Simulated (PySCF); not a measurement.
This PySCF input asks for the NMR shieldings of SMILES C[C@@H]1[C@H](C)CCP[C@@H]1C, C₈H₁₇P; the geometry comes from GFN2-xTB.

```python
import basis_set_exchange as bse
import numpy as np
from pyscf import gto, dft
from pyscf.prop import nmr

atoms = """
C     0.739630   -1.418866   -0.801118
C     0.346779   -0.618782    0.438302
C    -1.149911   -0.255820    0.487465
C    -2.042026   -1.497113    0.506956
C    -1.568313    0.675121   -0.651411
C    -0.911045    2.046343   -0.555708
P     0.944354    2.024617   -0.586116
C     1.208102    0.640898    0.643507
C     2.704052    0.336104    0.720270
H     0.107133   -2.296426   -0.901282
H     0.651725   -0.826674   -1.708477
H     1.768106   -1.759400   -0.716248
H     0.540456   -1.263616    1.307522
H    -1.311601    0.281145    1.431394
H    -2.059173   -1.982825   -0.465455
H    -3.063063   -1.218091    0.758871
H    -1.691370   -2.212347    1.248049
H    -1.333019    0.215029   -1.612628
H    -2.653577    0.807553   -0.612389
H    -1.207923    2.542782    0.374466
H    -1.238445    2.684787   -1.381875
H     1.050173    1.236755   -1.739967
H     0.908555    1.079084    1.608318
H     2.898738   -0.472114    1.424038
H     3.244593    1.221143    1.051029
H     3.096024    0.053326   -0.254239
"""
names = dict.fromkeys(["C", "P", "H"], "pcSseg-1")
basis = {el: gto.basis.parse(bse.get_basis(n, elements=[el], fmt="nwchem")) for el, n in names.items()}
mol = gto.M(atom=atoms, basis=basis, charge=0, verbose=0)
mf = dft.RKS(mol, xc="PBE0")
mf.grids.level = 2
mf.grids.alignment = dft.numint.BLKSIZE   # the property module wants whole blocks of grid points
mf.conv_tol = 1e-9
mf.kernel()

calc = nmr.RKS(mf)   # GIAO
C = mf.mo_coeff
Co = C[:, mf.mo_occ > 0]
resp = mf.gen_response(singlet=True, hermi=2)
def vind(x):   # induced exchange potential for any number of trial vectors
    d = np.einsum("pi,xij,qj->xpq", C, 2 * x.reshape(-1, C.shape[1], Co.shape[1]), Co, optimize=True)
    return np.einsum("xpq,pi,qj->xij", resp(d - d.transpose(0, 2, 1)), C, Co, optimize=True).ravel()
mo1, _ = nmr.rhf.solve_mo1(calc, with_cphf=vind)
sigma = calc.kernel(mo1)
for i, s in enumerate(sigma):   # ppm
    print("%2d %-2s %9.2f" % (i, mol.atom_pure_symbol(i), np.trace(s) / 3))
```

Problem. Give the expected output.

Solution. 
```
 0 C     180.90
 1 C     142.99
 2 C     145.37
 3 C     162.99
 4 C     155.04
 5 C     162.53
 6 P     441.21
 7 C     149.95
 8 C     164.97
 9 H      30.95
10 H      30.57
11 H      31.02
12 H      30.01
13 H      30.37
14 H      30.73
15 H      30.59
16 H      30.90
17 H      30.48
18 H      30.14
19 H      30.35
20 H      30.04
21 H      28.50
22 H      29.96
23 H      30.69
24 H      30.24
25 H      30.77
```

These numbers come from an equivalent density-fitted implementation of the same equations, which agrees with the script to about 0.01 ppm for H and up to a few tenths of a ppm for heavy atoms, so last digits may differ.

Size and cost of the density-fitted run: 245 basis functions, 86 s wall time on 1 thread of an Intel Xeon Platinum 8488C, shared host; peak memory 1.1 GiB.
